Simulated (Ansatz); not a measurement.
`[CH3][Zr]([OH])([F])[F]` + `C[O][SnH2][NH2]` → `[CH3][Zr]([NH2])([F])[F]` + `C[O][SnH2][OH]`  (redistribution)

Program: Ansatz. Geometries: PBE0-D4/def2-TZVP. ΔE: electronic, gas phase. CBS: MP2 limit from def2 TZ/QZ plus the TZ coupled-cluster correction, frozen cores. DFT in def2-TZVPP. B3LYP here is the variant with VWN-RPA as its local correlation; programs differ in this. def2 core potentials past Kr. For Sn, Zr outer-core shells are correlated without core-valence functions, which leaves a few kJ/mol of doubt a bond. Each species was taken in one conformer, which may not be the lowest.

| level | ΔE (kJ/mol) | difference from CCSD(T)/CBS |
| --- | --- | --- |
| PBE-D4 | 45.5 | -3.5 |
| PBE0-D4 | 47.7 | -1.3 |
| ωB97M-V | 50.4 | 1.4 |
| B3LYP | 46.2 | -2.8 |
| HF/def2-TZVPP | 50.0 | 1.0 |
| SCS-MP2/def2-TZVPP | 50.5 | 1.5 |
| CCSD/def2-TZVPP | 50.5 | 1.5 |
| HF/def2-QZVPP | 49.5 | 0.5 |
| HF/CBS(def2) | 49.4 | 0.4 |
| CCSD/CBS(def2) | 49.3 | 0.3 |
| CCSD(T)/CBS | 49.0 | 0 |

Largest T1 diagnostic among the species: 0.017.
